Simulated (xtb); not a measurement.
CH4BrInO2, SMILES C[O][In]([OH])[Br]. All values are semi-empirical tight-binding results from xtb (GFN2-xTB unless named), good for trends rather than for accurate numbers. The structure is a stationary point at GFN2-xTB. The structure was generated by enumeration; whether it is a known compound was not checked. Other conformers were not sampled.

For metal compounds this method's bond lengths and energies can be far off.

Estimate the properties. (The exact figures need the calculation; the answer reports its results.)


The orbital gap is 2.55 eV and the zero-point energy comes out as 32.2 kcal/mol. The G − E(el) at 298.15 K (modified RRHO) is 9.2 kcal/mol.
